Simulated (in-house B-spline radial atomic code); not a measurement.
Spin-orbit splittings of orbital energies (j = l + 1/2 less j = l - 1/2) and ratios of mean radii (lower j over upper j) along the 27-electron series, configuration [Ar] 3d9. Computed with a B-spline radial code for spherical atoms: Dirac-Hartree-Fock, average of the configuration, finite nuclei.

```json
{"ion": "Ni+", "Z": "28", "splitting of 3d (eV)": "0.28089", "radius ratio of 3d": "0.9914", "splitting of 2p (eV)": "17.757", "radius ratio of 2p": "0.98542", "splitting of 3p (eV)": "2.3434", "radius ratio of 3p": "0.98768"}
{"ion": "Cu2+", "Z": "29", "splitting of 3d (eV)": "?", "radius ratio of 3d": "?", "splitting of 2p (eV)": "?", "radius ratio of 2p": "?", "splitting of 3p (eV)": "?", "radius ratio of 3p": "?"}
{"ion": "Zn3+", "Z": "30", "splitting of 3d (eV)": "0.43749", "radius ratio of 3d": "0.99399", "splitting of 2p (eV)": "24.175", "radius ratio of 2p": "0.98321", "splitting of 3p (eV)": "3.3156", "radius ratio of 3p": "0.98666"}
{"ion": "Ga4+", "Z": "31", "splitting of 3d (eV)": "0.54819", "radius ratio of 3d": "0.99429", "splitting of 2p (eV)": "27.981", "radius ratio of 2p": "0.98205", "splitting of 3p (eV)": "3.9344", "radius ratio of 3p": "0.98615"}
{"ion": "Ge5+", "Z": "32", "splitting of 3d (eV)": "0.68021", "radius ratio of 3d": "0.9944", "splitting of 2p (eV)": "32.228", "radius ratio of 2p": "0.98085", "splitting of 3p (eV)": "4.6498", "radius ratio of 3p": "0.98561"}
{"ion": "As6+", "Z": "33", "splitting of 3d (eV)": "0.83519", "radius ratio of 3d": "0.99439", "splitting of 2p (eV)": "36.951", "radius ratio of 2p": "0.97961", "splitting of 3p (eV)": "5.4696", "radius ratio of 3p": "0.98503"}
{"ion": "Se7+", "Z": "34", "splitting of 3d (eV)": "1.0152", "radius ratio of 3d": "0.99432", "splitting of 2p (eV)": "42.188", "radius ratio of 2p": "0.97834", "splitting of 3p (eV)": "6.4025", "radius ratio of 3p": "0.98442"}
{"ion": "Br8+", "Z": "35", "splitting of 3d (eV)": "?", "radius ratio of 3d": "?", "splitting of 2p (eV)": "?", "radius ratio of 2p": "?", "splitting of 3p (eV)": "?", "radius ratio of 3p": "?"}
{"ion": "Kr9+", "Z": "36", "splitting of 3d (eV)": "1.4596", "radius ratio of 3d": "0.99402", "splitting of 2p (eV)": "54.356", "radius ratio of 2p": "0.97567", "splitting of 3p (eV)": "8.645", "radius ratio of 3p": "0.98309"}
{"ion": "Rb10+", "Z": "37", "splitting of 3d (eV)": "1.729", "radius ratio of 3d": "0.99382", "splitting of 2p (eV)": "61.369", "radius ratio of 2p": "0.97427", "splitting of 3p (eV)": "9.9751", "radius ratio of 3p": "0.98238"}
{"ion": "Sr11+", "Z": "38", "splitting of 3d (eV)": "2.0335", "radius ratio of 3d": "0.99359", "splitting of 2p (eV)": "69.059", "radius ratio of 2p": "0.97284", "splitting of 3p (eV)": "11.459", "radius ratio of 3p": "0.98163"}
{"ion": "Zr13+", "Z": "40", "splitting of 3d (eV)": "2.7593", "radius ratio of 3d": "0.99308", "splitting of 2p (eV)": "86.654", "radius ratio of 2p": "0.96984", "splitting of 3p (eV)": "14.934", "radius ratio of 3p": "0.98004"}
{"ion": "Nb14+", "Z": "41", "splitting of 3d (eV)": "3.1866", "radius ratio of 3d": "0.9928", "splitting of 2p (eV)": "96.655", "radius ratio of 2p": "0.96828", "splitting of 3p (eV)": "16.951", "radius ratio of 3p": "0.97921"}
{"ion": "Mo15+", "Z": "42", "splitting of 3d (eV)": "3.6611", "radius ratio of 3d": "0.9925", "splitting of 2p (eV)": "107.53", "radius ratio of 2p": "0.96668", "splitting of 3p (eV)": "19.171", "radius ratio of 3p": "0.97834"}
{"ion": "Tc16+", "Z": "43", "splitting of 3d (eV)": "4.1861", "radius ratio of 3d": "0.99219", "splitting of 2p (eV)": "119.32", "radius ratio of 2p": "0.96504", "splitting of 3p (eV)": "21.609", "radius ratio of 3p": "0.97744"}
{"ion": "Ru17+", "Z": "44", "splitting of 3d (eV)": "?", "radius ratio of 3d": "?", "splitting of 2p (eV)": "?", "radius ratio of 2p": "?", "splitting of 3p (eV)": "?", "radius ratio of 3p": "?"}
{"ion": "Rh18+", "Z": "45", "splitting of 3d (eV)": "5.4015", "radius ratio of 3d": "0.99152", "splitting of 2p (eV)": "145.91", "radius ratio of 2p": "0.96162", "splitting of 3p (eV)": "27.195", "radius ratio of 3p": "0.97556"}
{"ion": "Pd19+", "Z": "46", "splitting of 3d (eV)": "6.0991", "radius ratio of 3d": "0.99117", "splitting of 2p (eV)": "160.82", "radius ratio of 2p": "0.95985", "splitting of 3p (eV)": "30.374", "radius ratio of 3p": "0.97457"}
{"ion": "Ag20+", "Z": "47", "splitting of 3d (eV)": "6.8618", "radius ratio of 3d": "0.99081", "splitting of 2p (eV)": "176.89", "radius ratio of 2p": "0.95803", "splitting of 3p (eV)": "33.833", "radius ratio of 3p": "0.97356"}
{"ion": "Cd21+", "Z": "48", "splitting of 3d (eV)": "7.6933", "radius ratio of 3d": "0.99044", "splitting of 2p (eV)": "194.19", "radius ratio of 2p": "0.95617", "splitting of 3p (eV)": "37.588", "radius ratio of 3p": "0.97251"}
{"ion": "In22+", "Z": "49", "splitting of 3d (eV)": "8.5978", "radius ratio of 3d": "0.99005", "splitting of 2p (eV)": "212.78", "radius ratio of 2p": "0.95426", "splitting of 3p (eV)": "41.658", "radius ratio of 3p": "0.97144"}
```

(1) Fill in the row of Cu2+.

(2) Fill in the row of Br8+.

(3) Fill in the row of Ru17+.

(4) With what power of Z does the column «splitting of 2p (eV)» change over this range?

Answers

(1) splitting of 3d (eV): 0.34743; radius ratio of 3d: 0.99327; splitting of 2p (eV): 20.778; radius ratio of 2p: 0.98434; splitting of 3p (eV): 2.7867; radius ratio of 3p: 0.98716.

(2) splitting of 3d (eV): 1.2225; radius ratio of 3d: 0.99419; splitting of 2p (eV): 47.976; radius ratio of 2p: 0.97702; splitting of 3p (eV): 7.4576; radius ratio of 3p: 0.98377.

(3) splitting of 3d (eV): 4.765; radius ratio of 3d: 0.99186; splitting of 2p (eV): 132.1; radius ratio of 2p: 0.96335; splitting of 3p (eV): 24.278; radius ratio of 3p: 0.97651.

(4) A fit of the logarithm of its size against log Z from Z = 28 to 49 has slope 4.43. An unscreened hydrogenic electron would give 4 at low Z; screening makes the apparent power larger near the neutral end, and relativity raises it again at high Z.
